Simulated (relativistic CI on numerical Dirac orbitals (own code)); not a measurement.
**Sensitivity of the levels of Cl⁶⁺ to α**

Calculated at this level of theory: Dirac-Coulomb-Breit CI, separate exchange-only KLI orbitals for each configuration, derivatives by finite differences, unscaled Slater integrals, QED left out (own radial code, finite nucleus).

Configurations in the expansion (outside the closed core [Ne]): 3s, 3p, 3d, 4s, 4p, 4d, 4f. Levels of other configurations are missing.

With x = (α/α₀)² − 1 an excitation energy changes as ω = ω₀ + qx; K = 2q/ω₀ is the relative enhancement. Terms are leading LS components, so labels can repeat.

Lowest level 3s 2S_1/2.

| Level | ω₀ (cm⁻¹) | q (cm⁻¹) | K |
| --- | --- | --- | --- |
| 3p 2P°_1/2 | 122969 | 1002 | 0.0163 |
| 3p 2P°_3/2 | 124823 | 2869 | 0.046 |
| 3d 2D_3/2 | 289992 | 2849 | 0.0196 |
| 3d 2D_5/2 | 290041 | 2897 | 0.02 |
| 4s 2S_1/2 | 461339 | 1756 | 0.00761 |
| 4p 2P°_1/2 | 506635 | 2084 | 0.00823 |
| 4p 2P°_3/2 | 507311 | 2764 | 0.0109 |
| 4d 2D_3/2 | 566558 | 2783 | 0.00982 |
| 4d 2D_5/2 | 566580 | 2805 | 0.0099 |
| 4f 2F°_5/2 | 580279 | 2733 | 0.00942 |
| 4f 2F°_7/2 | 580296 | 2749 | 0.00948 |

At this charge configurations can still be misplaced by up to about 7 % of their energy.
